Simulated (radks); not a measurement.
The numbers below are computed, except where a source is named.
Valence configurations of Te (all share [Kr]). Level of theory: Dirac Kohn-Sham, PBE, spin-unpolarised, spherical densities, finite nucleus; open shells fill j = l - 1/2 first; Fermi nuclear charge, rms radius 4.7423 fm (a radial shooting solver on a logarithmic mesh with Libxc functionals). Energies are relative to 4d10 5s2 5p4; eigenvalues in eV.

valence,E (eV),e(4d3/2),e(4d5/2),e(5p1/2),e(5p3/2),e(5s1/2)
4d10 5s2 5p4,0.000,-42.304,-40.837,-6.409,-5.622,-14.976
4d9 5s2 5p5,37.799,-48.597,-47.066,-7.613,-6.682,-16.871
4d10 5s1 5p5,9.468,-43.739,-42.268,-7.033,-6.204,-15.784
4d10 5s1.5 5p4.5,4.706,-43.030,-41.561,-6.726,-5.918,-15.387
4d9 5s1.5 5p5.5,42.919,-49.277,-47.744,-7.909,-6.959,-17.249
4d9.5 5s1 5p5.5,28.139,-46.841,-45.338,-7.618,-6.718,-16.708
4d10 5p6,19.153,-45.112,-43.636,-7.620,-6.751,-
4d8.5 5s2 5p5.5,58.637,-51.739,-50.175,-8.205,-7.203,-17.790
4d10 5s0.5 5p5.5,14.285,-44.433,-42.959,-7.331,-6.482,-16.167
4d9 5s1 5p6,48.088,-49.944,-48.408,-8.198,-7.228,-17.616

NIST lists [Kr] 4d10 5s2 5p4 as the ground configuration; this level of theory agrees among the configurations tried. The energies are those of spherical spin-averaged densities, not of single terms.
